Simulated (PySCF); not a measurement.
**Converging RbI in the basis (PBE0)**

PySCF, UKS reference; singlet, unpaired electrons none; De to Rb + I without counterpoise correction.

```
      basis                           relativity  functions  Re (Å)  ωe (cm⁻¹)  De (eV)   μ (D)
   def2-SVP  scalar-relativistic core potentials         50   3.229        137     3.38  -11.82
 def2-TZVPP  scalar-relativistic core potentials         90   3.230        134     3.38  -11.75
x2c-TZVPall                        spin-free X2C        123   3.167        139     3.51  -10.98
```

Problem. How does each smaller set differ from the one with most functions, x2c-TZVPall?

Solution. def2-SVP: +6.2 pm, -1.4 % in ωe, -0.13 eV in De; def2-TZVPP: +6.3 pm, -3.6 % in ωe, -0.13 eV in De. All at PBE0; the set with most functions is neither the basis-set limit nor always the best. The rows treat relativity differently, so the differences are not basis effects alone.

A positive dipole means Rb(−)I(+). Measured (Huber and Herzberg, Constants of Diatomic Molecules (1979)): Re = 3.176879 Å, ωe = 138.51 cm⁻¹. These are scalar-relativistic numbers at best; spin–orbit coupling would shift them, the dissociation energy most.
